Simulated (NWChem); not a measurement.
Species: CH5BrSi; SMILES C[SiH2]Br

Results from NWChem. This build's default masses of Se (78.918 u) and Br (79.917 u) are each other's, which moves their modes by up to 0.6 %. B3LYP is NWChem's, with the RPA form of VWN correlation. Each level has its own optimisation; frequencies are unscaled.

```
level                r C–Si (Å)  r Br–Si (Å)  r H–Si (Å)  highest harmonic frequency (cm⁻¹)  lowest (cm⁻¹)  zero-point energy (kcal/mol)  dipole (D)
-------------------  ----------  -----------  ----------  ---------------------------------  -------------  ----------------------------  ----------
Hartree-Fock/3-21G        1.899        2.356       1.479                               3282            148                          36.6        3.24
B3LYP/3-21G               1.904        2.355       1.493                               3148            146                          34.7        2.61
Hartree-Fock/STO-3G       1.860        2.208       1.424                               3760            149                          42.7        2.37
PBE0/def2-SVP             1.868        2.237       1.491                               3180            171                          34.4        2.01
```
